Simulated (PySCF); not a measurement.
PySCF job for Al(NHMe)(OH)2 (CH6AlNO2), SMILES C[NH][Al]([OH])[OH], C-PCM-PBE0/def2-SVP. The structure is a stationary point at B3LYP-D3(BJ)/def2-SVP. The structure was generated by enumeration; whether it is a known compound was not checked. Other conformers were not sampled.

```python
import numpy as np
from pyscf import gto, scf, dft
from pyscf.solvent import pcm

mol = gto.M(
    atom='''
    Al    0.01161367    0.52942314    0.00000000
    N     0.72972286   -1.08940917   -0.00000000
    C     0.01411693   -2.35488388   -0.00000000
    H     1.73746870   -1.21660583    0.00000001
    H     0.23694869   -2.97363405   -0.89102592
    H     0.23694869   -2.97363404    0.89102593
    H    -1.07133840   -2.17060253   -0.00000000
    O    -1.68851404    0.61549749   -0.00000000
    H    -2.18436050    1.43792917   -0.00000001
    O     0.91705741    1.97260042   -0.00000000
    H     1.87224655    2.06443063   -0.00000001
    ''',
    basis='def2-SVP',
    charge=0,
    spin=0,
    max_memory=1600,
    verbose=3,
)
mf = dft.RKS(mol, xc='pbe0').density_fit(auxbasis='def2-universal-jkfit')
mf.grids.level = 3
mf.conv_tol = 1e-9
mf.max_cycle = 100
mf.kernel()
res = {}
for name, eps in {'water': 78.355, 'acetonitrile': 35.688, 'N,N-dimethylformamide': 37.219}.items():
    s = mf.PCM()
    s.with_solvent.method, s.with_solvent.eps, s.with_solvent.lebedev_order = 'C-PCM', eps, 29
    s.kernel(mf.make_rdm1())
    res[name] = (s.e_tot, eps, s.dip_moment(), s.mo_energy, s.converged)
    print(f'{name}: electrostatic solvation free energy {(s.e_tot - mf.e_tot) * 627.509474:.3f} kcal/mol')
```

Output:

```
converged SCF energy = -488.828396453105

WARN: PCM is an experimental feature. It is still in testing.
Features and APIs may be changed in the future.

converged SCF energy = -488.841868202266
Dipole moment(X, Y, Z, Debye):  2.16388,  0.07642, -0.00000
water: electrostatic solvation free energy -8.454 kcal/mol

WARN: PCM is an experimental feature. It is still in testing.
Features and APIs may be changed in the future.

converged SCF energy = -488.841642237625
Dipole moment(X, Y, Z, Debye):  2.15504,  0.07541, -0.00000
acetonitrile: electrostatic solvation free energy -8.312 kcal/mol

WARN: PCM is an experimental feature. It is still in testing.
Features and APIs may be changed in the future.

converged SCF energy = -488.84165928498
Dipole moment(X, Y, Z, Debye):  2.15571,  0.07549, -0.00000
N,N-dimethylformamide: electrostatic solvation free energy -8.323 kcal/mol
```

The run converged.

Cost: roughly 80 core-seconds.
